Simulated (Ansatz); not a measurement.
Start from `N#CCB(O)F` and change one atom or group to get `CB(O)F`.

Ansatz, PBE0-D4/def2-TZVP geometries, multiplicity 1. Each molecule was computed in one conformer, which needn't be the lowest.

```json
{"property": "HOMO–LUMO gap (PBE/def2-TZVPP) / eV", "`N#CCB(O)F`": "6.90"}
{"property": "HOMO energy (B3LYP/def2-TZVPP) / eV", "`N#CCB(O)F`": "-8.96"}
{"property": "size of the dipole moment (ωB97M-V/def2-TZVPP) / D", "`N#CCB(O)F`": "4.79"}
{"property": "LUMO energy (PBE0/def2-TZVPP) / eV", "`N#CCB(O)F`": "0.12"}
{"property": "HOMO energy (PBE0/def2-TZVPP) / eV", "`N#CCB(O)F`": "-9.21"}
{"property": "LUMO energy (ωB97M-V/def2-TZVPP) / eV", "`N#CCB(O)F`": "1.49"}
```

Q: Give the same properties after the change, and the shifts. (An estimate is asked.)

A: Computed: 
| property | `CB(O)F` | shift |
| --- | --- | --- |
| HOMO–LUMO gap (PBE/def2-TZVPP) / eV | 8.21 | 1.31 |
| HOMO energy (B3LYP/def2-TZVPP) / eV | -9.66 | -0.70 |
| size of the dipole moment (ωB97M-V/def2-TZVPP) / D | 0.43 | -4.36 |
| LUMO energy (PBE0/def2-TZVPP) / eV | 0.76 | 0.64 |
| HOMO energy (PBE0/def2-TZVPP) / eV | -9.89 | -0.68 |
| LUMO energy (ωB97M-V/def2-TZVPP) / eV | 2.01 | 0.52 |

With PBE0 the HOMO falls by 0.68 eV and the LUMO rises by 0.64 eV, so the gap widens by about 1.32 eV. PBE moves the HOMO by -0.43 eV and ωB97M-V by -0.75 eV. Dipoles are sizes alone; their direction can turn.

Positive LUMOs are unbound, so they and the gaps depend on the basis.

B3LYP here is the variant with VWN-RPA as its local correlation; programs differ in this.
